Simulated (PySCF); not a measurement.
**Unknown compound**

The spectra below were simulated for a compound C$_{9}$H$_{9}$FO$_{2}$.

1H NMR (400 MHz, computed): δ 7.83 (m, 1H), 7.69 (m, 1H), 7.21 (m, 1H), 7.18 (d, 1H), 4.84 (m, 1H), 4.70 (m, 1H), 3.88 (s, 3H).

13C{1H} NMR (computed): δ 170.2 (C), 137.2 (CH), 131.5 (CH), 127.5 (C), 126.2 (C), 124.1 (CH), 116.7 (CH), 85.1 (CH2), 53.1 (CH3).

[PySCF 2.14.0 with density-fitted response routines: GIAO PBE0/pcSseg-1 shieldings; geometry: GFN2-xTB; a single conformation; no solvent; equivalent nuclei averaged; no relativistic terms]

Chemical shifts δ = σref − σ; 1H (σ = 31.72 ppm) and 13C (σ = 186.93 ppm) vs TMS, all at this level.

Problem. Propose a structure and justify it.

Solution. 
The formula gives 5 degrees of unsaturation (2 rings in the answer). 9 carbon signals for 9 carbons: no two carbons are equivalent. Carbon types of the structure: 3 × C, 4 × CH, 1 × CH2, 1 × CH3, which accounts for all hydrogens. δC 170.2: aromatic carbon bearing oxygen; σ withdrawal by the attached heteroatom moves it downfield of the ring CH carbons. δC 137.2, 131.5, 124.1, 116.7: aromatic CH. δC 127.5: substituted aromatic carbon. δC 126.2: fully substituted sp3 carbon bonded to F and O, on an aromatic ring; 2 electronegative neighbours deshield it. δC 85.1: sp3 CH2 bonded to O; the inductive effect lowers its shielding. δH 7.83, 7.69, 7.21, 7.18: hydrogen on an aromatic CH; ring-current deshielding. δH 3.88: hydrogen on a methyl carbon bonded to O; its carbon carries O, hence the downfield position.

The compound is `CO[C@]1(F)COc2ccccc21`.

The shifts were computed for this structure.

Splittings by 19F in the carbon and heteronuclear signals aren't shown, as no couplings were computed. Shifts are as computed. Against solution values, carbons near 30 ppm lie about +3 ppm off and those near 130 ppm about +5 ppm. Of 1211 compounds with measured shifts, 218 miss one by over three times the rms of a fit or turn the order of signals round; such compounds aren't used in these exercises. No couplings were computed; multiplicities are counted from neighbouring protons, with m where these are inequivalent, close in shift, in a saturated or five-membered ring or joined by F or P, and br s for small geminal =CH2 splittings.
